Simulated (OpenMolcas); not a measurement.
What dynamic correlation does to the levels of neutral nitrogen

| Item | Value |
| --- | --- |
| Program | OpenMolcas |
| Basis | ANO-RCC-VDZP [3s2p1d] |
| Scalar Hamiltonian | DKH2, point nucleus |
| Active space | 5 electrons in 4 orbitals (2s 2p) |
| State averaging | 2S+1 = 4 odd, 1 root; 2S+1 = 2 odd, 8 roots; 2S+1 = 4 even, 3 roots |
| Spin-orbit coupling | RASSI with atomic mean-field integrals over the reference wave functions, term energies averaged over their components |

Methods on the same reference wave functions:
A. CASSCF
B. SS-CASPT2, IPEA 0.25 Eh, imaginary shift 0.1 Eh (closed shells correlated: 1s)

Energies in cm⁻¹ above 2s² 2p³ ⁴S°_3/2, the measured ground level; measured values from NIST Handbook of Basic Atomic Spectroscopic Data.

```
          Level      A      B  Measured
2s² 2p³ ⁴S°_3/2    0.0    0.0       0.0
2s² 2p³ ²D°_3/2  23085  21420     19233
2s² 2p³ ²D°_5/2  23086  21430     19224
2s² 2p³ ²P°_3/2  30466  30770     28839
2s² 2p³ ²P°_1/2  30468  30770     28839
  2s 2p⁴ ⁴P_5/2  90811  89450     88107
  2s 2p⁴ ⁴P_3/2  90872  89510     88151
  2s 2p⁴ ⁴P_1/2  90908  89550     88171
```

Deviations, from unrounded energies. A percentage is the sum of absolute deviations over the sum of measured energies, with the sign that they share, or ± where signs differ.

| Against measurement | Levels | A | B |
| --- | --- | --- | --- |
| mean absolute deviation (cm-1) | 7 | 2700 | 1800 |
| other terms of the ground configuration (%) | 4 | +11.4 | +8.6 |
| other configurations (%) | 3 | +3.1 | +1.5 |

B lies closest to measurement on these levels. The largest miss of B in the table is 2s² 2p³ ²D°_5/2, by +2200 cm-1. The ranking rests on the paired levels alone, and a cruder setting can come out closer through cancelling errors.

From A to B the spin-free energies of the other terms of 2s² 2p³ shown, above ⁴S°, scale by factors of 0.93 to 1.01.

The lowest spin-free term lies below A's lowest term by 0.086 hartree in B.

CASPT2 breaks the degeneracy within a term, and the mean is taken; among the terms shown or strongly mixed into the levels shown the widest spread is 120 cm-1 (2s² 2p³ ²D°, B). Without dynamic correlation excited terms often stand tens of per cent too high (terms of higher spin than the ground term too low), and those without a measured partner can miss by more than the paired ones (holds for A). Measured partners are found by configuration, term and J. A level has none where our copy of the source lacks it or the pairing is in doubt (some pairs that miss far off the trend of their configuration count as doubtful), and it then counts in no deviation. Levels of configurations outside the active space are missing.

° marks odd parity.
